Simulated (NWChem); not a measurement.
All runs are NWChem calculations. System: C₃H₃N₂, charge 1, spin multiplicity 3, at the geometry of a parent with another charge or spin, in a state set for the comparison that need not be this species' ground state. Its SCF solution wasn't tested for a lower state. Level: UPBE/def2-TZVP.

Job file:

```
start mol
memory heap 200 mb stack 900 mb global 1100 mb
charge 1
geometry units angstroms nocenter noautoz
  C     -0.314724     1.137729     0.000000
  C      0.996808     0.728379     0.000000
  C      0.859786    -0.681707     0.000000
  N     -0.408722    -1.071967     0.000000
  N     -1.116169     0.065998     0.000000
  H      1.899085     1.333366     0.000000
  H      1.650995    -1.432205     0.000000
  H     -2.127066     0.034218     0.000000
  symmetry group Cs
end
basis spherical
  * library def2-tzvp
end
dft
  xc xpbe96 cpbe96
  odft
  mult 3
  semidirect memsize 60000000 filesize 0
  iterations 100
end
task dft energy
```

Output (cleaned and shortened):

```
             Northwest Computational Chemistry Package (NWChem) 7.3.0
             --------------------------------------------------------

                                NWChem Input Module
                                -------------------

 Scaling coordinates for geometry "geometry" by  1.889725989
 (inverse scale =  0.529177249)

 Turning off AUTOSYM since
 SYMMETRY directive was detected!

                             Geometry "geometry" -> ""
                             -------------------------

 Output coordinates in angstroms (scale by  1.889725989 to convert to a.u.)

  No.       Tag          Charge          X              Y              Z
 ---- ---------------- ---------- -------------- -------------- --------------
    1 C                    6.0000    -0.31472400     1.13772900     0.00000000
    2 C                    6.0000     0.99680800     0.72837900     0.00000000
    3 C                    6.0000     0.85978600    -0.68170700     0.00000000
    4 N                    7.0000    -0.40872200    -1.07196700     0.00000000
    5 N                    7.0000    -1.11616900     0.06599800     0.00000000
    6 H                    1.0000     1.89908500     1.33336600     0.00000000
    7 H                    1.0000     1.65099500    -1.43220500     0.00000000
    8 H                    1.0000    -2.12706600     0.03421800     0.00000000

 Effective nuclear repulsion energy (a.u.)     154.8385646709

            Nuclear Dipole moment (a.u.)
            ----------------------------
        X                 Y               Z
 ---------------- ---------------- ----------------
    -0.0000056692     0.0000037795     0.0000000000

      Symmetry information
      --------------------

 Group name             Cs
 Group number              2
 Group order               2
 No. of unique centers     8

      Symmetry unique atoms

     1    2    3    4    5    6    7    8


 Summary of "ao basis" -> "" (spherical)
 ------------------------------------------------------------------------------
       Tag                 Description            Shells   Functions and Types
[...]
    beta     70     72     73     74     75     76     77     78     79     80
 overlap   0.940  0.937  0.995  0.943  0.919  0.967  0.990  0.991  0.998  0.994

   alpha     81     82     83     84     85     86     87     88     89     90
    beta     81     82     83     84     85     86     87     88     90     89
 overlap   0.997  0.998  0.995  0.998  0.997  0.998  0.996  0.983  0.985  0.994

   alpha     91     92     93     94     95     96     97     98     99    100
    beta     91     92     93     94     95     96     97     99     98    100
 overlap   0.981  0.974  0.989  0.991  0.987  0.996  0.996  0.982  0.988  0.994

   alpha    101    102    103    104    105    106    107    108    109    110
    beta    101    102    103    104    105    106    107    108    109    110
 overlap   0.981  0.989  0.990  0.997  0.856  0.864  0.990  0.987  0.985  0.985

   alpha    111    112    113    114    115    116    117    118    119    120
    beta    112    111    113    114    115    116    117    118    119    120
 overlap   0.981  0.991  0.984  0.981  0.755  0.991  0.762  0.990  0.975  0.988

   alpha    121    122    123    124    125    126    127    128    129    130
    beta    121    122    124    125    123    127    126    128    129    130
 overlap   0.974  0.812  0.807  0.812  0.850  0.985  0.981  0.963  0.969  0.996

   alpha    131    132    133    134    135    136    137    138    139    140
    beta    131    132    133    134    135    136    137    138    139    141
 overlap   0.977  0.999  0.993  0.992  0.994  0.998  0.996  0.992  0.990  0.984

   alpha    141    142    143    144    145    146    147    148    149    150
    beta    140    142    143    144    145    146    147    148    149    150
 overlap   0.996  0.992  0.985  0.999  0.996  0.987  0.991  0.955  0.962  0.981

   alpha    151    152    153    154    155    156    157    158    159    160
    beta    151    152    153    154    155    156    157    158    159    160
 overlap   0.979  0.987  0.998  0.998  0.997  0.999  0.999  0.999  0.997  0.991

   alpha    161    162    163    164    165    166    167    168    169    170
    beta    161    162    163    164    165    166    167    168    169    170
 overlap   0.990  0.998  0.999  1.000  1.000  1.000  1.000  1.000  0.999  0.999

   alpha    171    172    173
    beta    171    172    173
 overlap   1.000  1.000  1.000

     --------------------------
     Expectation value of S2:
     --------------------------
      <S2> =      2.0154 (Exact =     2.0000)

 center of mass
 --------------
 x =  -0.03993641 y =   0.00172061 z =   0.00000000

 moments of inertia (a.u.)
 ------------------
         169.584566585078          -9.223759222854           0.000000000000
          -9.223759222854         188.121530691669           0.000000000000
           0.000000000000           0.000000000000         357.706097276746

     Multipole analysis of the density
     ---------------------------------

     L   x y z        total         alpha         beta         nuclear
     -   - - -        -----         -----         ----         -------
     0   0 0 0      1.000000    -18.000000    -16.000000     35.000000

     1   1 0 0      0.003056      0.387090     -0.384029     -0.000006
     1   0 1 0      0.682672     -1.068343      1.751011      0.000004
     1   0 0 1     -0.000000     -0.000000     -0.000000      0.000000

     2   2 0 0     -9.715895    -62.851777    -60.203923    113.339805
     2   1 1 0     -0.499423     -1.964729     -3.310266      4.775573
     2   1 0 1      0.000000     -0.000000      0.000000      0.000000
     2   0 2 0    -16.416032    -60.725594    -47.262011     91.571573
     2   0 1 1      0.000000      0.000000      0.000000      0.000000
     2   0 0 2    -19.876092    -11.118231     -8.757861      0.000000

 Task  times  cpu:      246.8s     wall:      246.8s

 Total times  cpu:      246.8s     wall:      246.8s
```
